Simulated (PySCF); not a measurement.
## Levels of Eu³²⁺ from EOM-EA-GCCSD

Reference: closed-shell Eu³³⁺, [Ar] 3d10 4s2; one electron is added. Calculated with PySCF 2.14, two-component X2C-1e with screened spin-orbit coupling, an even-tempered Gaussian basis (19 s from 1.4 bohr⁻², ratio 2.6; 15 p from 1.8 bohr⁻², ratio 2.6; 10 d from 1.8 bohr⁻², ratio 2.6; 6 f from 1.8 bohr⁻², ratio 2.8); frozen [Ar]; the 94 highest virtual spinors dropped; of the others 68 kept and the rest restored at second order. No Breit or QED terms. Binding energies in eV.

```json
{"level": "4p1/2", "Koopmans": "1295.9", "second order": "1297.6", "EOM-CCSD": "1297.4"}
{"level": "4p3/2", "Koopmans": "1254.1", "second order": "1255.9", "EOM-CCSD": "1255.8"}
```

For comparison, the ionisation energy of Eu³²⁺ is 1296 ± 4 eV (theoretical estimate listed by NIST; NIST Atomic Spectra Database, ionization energies).
